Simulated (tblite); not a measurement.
Species: C7H6BFO.
Numbering: `[CH3:1][C:2]#[C:3][c:4]1[cH:5][cH:6][o:7][c:8]1[BH:9][F:10]` (hydrogens: H11, H12, H13 on C1; H14 on C5; H15 on C6; H16 on B9)

Geometry (GFN2-xTB, Å), atoms numbered from 1 in this order:
```
atom  x, y, z in Å
C1     3.3029    0.8789    0.2798
C2     1.9508    0.3758    0.2528
C3     0.8141   -0.0194    0.2286
C4    -0.4855   -0.5482    0.2071
C5    -0.8316   -1.9213    0.2504
C6    -2.1943   -1.9545    0.2081
O7    -2.7097   -0.7311    0.1431
C8    -1.6825    0.1663    0.1402
B9    -1.9141    1.6751    0.0739
F10   -3.1456    2.1515    0.0137
H11    3.8609    0.4916   -0.5727
H12    3.2993    1.9676    0.2367
H13    3.7988    0.5620    1.1973
H14   -0.1591   -2.7525    0.3056
H15   -2.8804   -2.7803    0.2188
H16   -1.0316    2.4474    0.0726
```

All values are computed: GFN2-xTB (tblite) harmonic vibrations without scaling, gas phase. This tight-binding method is rough: wavenumbers can miss measured ones by several per cent, in bad cases by 10 to 20. Modes of hydrogen on boron can be 10 to 20 % off. One conformer, not necessarily the lowest. The optimisation stopped once no atom felt more than 0.01 eV/Å.

Lowest wavenumbers of the output (negative numbers stand for imaginary wavenumbers):
```
mode    cm-1
  1     -20.6
  2      66.1
  3      94.3
  4     111.1
  5     147.2
  6     206.8
  7     258.5
  8     278.6
  9     345.2
 10     396.2
 11     468.8
 12     513.5
 13     603.8
 14     645.5
 15     707.5
```

**Question.** Is this structure a minimum?

**Answer.** Not by this Hessian. 1 mode is imaginary beyond 20i (21i cm⁻¹), so at this level the point lies at or near a first-order saddle. The curvature is small, so loose convergence or finite differences may be the whole cause.

**Question.** Which atoms move in the imaginary mode?

**Answer.** 21i: H13 (methyl hydrogen) 33 %, H11 (methyl hydrogen) 33 %, H12 (methyl hydrogen) 32 %. These are shares of the mass-weighted motion.

**Question.** What is the remedy?

**Answer.** Step along that mode in both directions, optimise again with tighter thresholds and repeat the frequencies. The zero-point energy of this point (68.9 kcal/mol) counts the 41 real modes alone, and thermal corrections from it aren't those of a minimum.

Time: 0.91 s of wall time. Hardware: one thread of an Arm Neoverse N1, no GPU, shared host with 64 logical CPUs at a one-minute load of 61. This covers the Hessian and the dipole derivatives.
